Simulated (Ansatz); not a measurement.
Consider the substitution at a C–C bond: `C/C=C\C[SiH3]` + `NCF` → `FCNC[SiH3]` + `C=CC`.

Computed with Ansatz on PBE0-D4/def2-TZVP structures; ΔE is electronic, products minus reactants. CCSD(T)/CBS is the MP2 limit (def2-TZVPP, def2-QZVPP) plus CCSD(T) − MP2 in def2-TZVPP, frozen cores. DFT in def2-TZVPP. B3LYP here is the variant with VWN-RPA as its local correlation; programs differ in this. One conformer a species, not always the lowest.

(1) Is it downhill or uphill in electronic energy at CCSD(T)/CBS, and by how much? (An estimate is asked.)

(2) What do these levels give: PBE-D4, r2SCAN-D4, PBE0-D4, B3LYP-D4, ωB97M-V, PBE, B3LYP, MP2/def2-TZVPP, SCS-MP2/def2-TZVPP, CCSD/def2-TZVPP, CCSD(T)/def2-TZVPP, MP2/CBS(def2)? (An estimate is asked.)

Largest T1 diagnostic among the species: 0.011.

## Answers

(1) The calculation gave: Uphill: ΔE = +0.48 eV.

(2) The calculation gave: PBE-D4 0.50, r2SCAN-D4 0.50, PBE0-D4 0.51, B3LYP-D4 0.47, ωB97M-V 0.46, PBE 0.47, B3LYP 0.43, MP2/def2-TZVPP 0.53, SCS-MP2/def2-TZVPP 0.48, CCSD/def2-TZVPP 0.46, CCSD(T)/def2-TZVPP 0.47, MP2/CBS(def2) 0.54 eV.

In def2-TZVPP, CCSD(T) changes the Hartree–Fock value by +0.08 eV (the triples alone add +0.01 eV) and MP2 by +0.14 eV. The D4 term adds +0.05 eV with B3LYP and +0.03 eV with PBE0; it sums over pairs of atoms, weighted by their polarisabilities, and B3LYP, whose exchange is more repulsive, gets the larger term.
